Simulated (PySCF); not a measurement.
H₂MgO, SMILES [MgH][OH].

Coordinates come from a B3LYP-D3(BJ)/def2-TZVPD optimisation.

Vertical ionisation energy (IE) and electron affinity (EA) in eV. Rows of orbital energies are one-electron estimates. Where ΔSCF, EOM or ADC give a negative EA the extra electron is unbound and the value depends on the basis.

| level | IE | EA |
|---|---|---|
| −ε(HOMO), −ε(LUMO), CAM-B3LYP/def2-TZVPD (PySCF) | 9.44 | 0.05 |
| −ε(HOMO), −ε(LUMO), PBE0/def2-TZVPD (PySCF) | ___ | ___ |

### Question
Complete the blanks. (Estimate from the structure and the level; the computed values follow.)

### Answer

- −ε(HOMO), −ε(LUMO), PBE0/def2-TZVPD (PySCF), IE: 7.96
- −ε(HOMO), −ε(LUMO), PBE0/def2-TZVPD (PySCF), EA: 0.69
